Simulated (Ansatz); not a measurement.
`CN(C)N[SiH3]` at its PBE0-D4/def2-TZVP geometry, where that method's forces vanish. Total charge 0; spin multiplicity 1.

```xyz
15

C     1.1127   -1.0268    0.5834
N     0.1280   -0.4218   -0.2846
C     0.5530   -0.4007   -1.6659
N    -0.2197    0.8655    0.1478
Si   -1.7227    1.0122    0.9669
H     2.0643   -0.4649    0.5894
H     0.7265   -1.0637    1.6027
H     1.3198   -2.0464    0.2516
H     1.4717    0.1947   -1.8113
H    -0.2383    0.0299   -2.2787
H     0.7480   -1.4209   -2.0036
H     0.5602    1.5030    0.2793
H    -1.8171    2.4316    1.4028
H    -2.8471    0.6781    0.0556
H    -1.8395    0.1301    2.1647
```

**Question.** What forces (eV/Å) does PBE-D4/def2-TZVPP give on these atoms in the Gaussian-basis code of Ansatz? (An estimate is asked.)

**Answer.** Computed: 
```
C1   0.060 -0.101  0.094
N2  -0.217 -0.273 -0.019
C3   0.005 -0.028 -0.143
N4  -0.162  0.179 -0.059
Si5 -0.159  0.006  0.096
H6   0.222  0.126  0.006
H7  -0.071 -0.012  0.210
H8   0.055 -0.214 -0.060
H9   0.211  0.134 -0.043
H10 -0.156  0.088 -0.133
H11  0.046 -0.206 -0.081
H12  0.323  0.284  0.051
H13 -0.006  0.149  0.044
H14 -0.125 -0.036 -0.097
H15 -0.027 -0.095  0.136
```
